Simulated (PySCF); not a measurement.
Coordinates in bohr (charge 1 multiplicity 1):
```
Sb    0.0000    0.0000    0.0000
Se    4.2911    0.0000    0.0000
Se   -4.2911    0.0000    0.0000
```

Level of theory: PBE0 in PySCF with Sb def2-TZVP with ECP28, Se def2-TZVP; scalar-relativistic core potentials, no spin–orbit coupling; density-fitted integrals.

This geometry of SbSe₂⁺ is a stationary point at this level.

What is the point group?

D∞h.

Is it a minimum?

Yes: all harmonic wavenumbers are real, though the softest, 59 cm⁻¹, leaves little margin.

List the harmonic modes with their infrared intensities.


| symmetry | ω (cm⁻¹) | IR (km/mol, summed over degenerate members) | type |
| --- | --- | --- | --- |
| πu | 59 | 0.8 | bend |
| σg+ | 278 | 0.0 | stretch |
| σu+ | 422 | 17.3 | stretch |

What are the dipole moment and the gap between the highest occupied and lowest empty levels?

0.00 D about the centre of mass and 3.87 eV.

Give the ideal-gas entropy at 298.15 K and 1 bar by parts.

translation 179.2, rotation 79.2, vibration 47.8, spin 0.0; total 306.2 J/(mol K).

In D∞h the vibrations span πu + σg+ + σu+. The σg+ mode carries no infrared intensity, as symmetry demands. With a centre of inversion only u modes can be infrared active and only g modes Raman active.

This need not be the most stable arrangement of these atoms.
